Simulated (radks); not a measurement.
Polarisability of neutral antimony, [Kr] 4d10 5s2 5p3, at imaginary frequency. Method: non-relativistic Kohn-Sham, LDA (Slater exchange, Perdew-Wang correlation), spin-polarised, spherical densities, point nucleus; open shells are filled with parallel spins first (spin-orbit coupling, left out, can overturn this in heavy ions); relativity is left out, which matters for an element this heavy; computed with a radial shooting solver on a logarithmic mesh with Libxc functionals. Response by self-consistent Sternheimer equations with the Hartree and adiabatic LDA kernel.

w (hartree),alpha1(iw) (bohr^3)
0.00266,47.55
0.0143,47.42
0.0360,46.73
0.0697,44.65
0.118,40.29
0.186,33.46
0.280,25.25
0.413,17.34
0.605,11.02
0.892,6.621
1.35,3.828
2.12,2.099
3.59,1.008
6.94,0.3618
17.5,0.07856

Static values: alpha1 = 47.55 bohr^3 (7.047 angstrom^3; uncoupled 74.73). C6 = 527.7, triple-dipole C9 = 17830 atomic units. One-pole (London) frequency 4 C6 / (3 alpha1^2) = 0.311 hartree, against 0.205 for minus the highest occupied eigenvalue. The dipole shielding factor is 1.000, as the force sum rule N/Z = 1.000 demands. Recommended static value: 43 bohr^3 (Schwerdtfeger and Nagle, 2023 table).
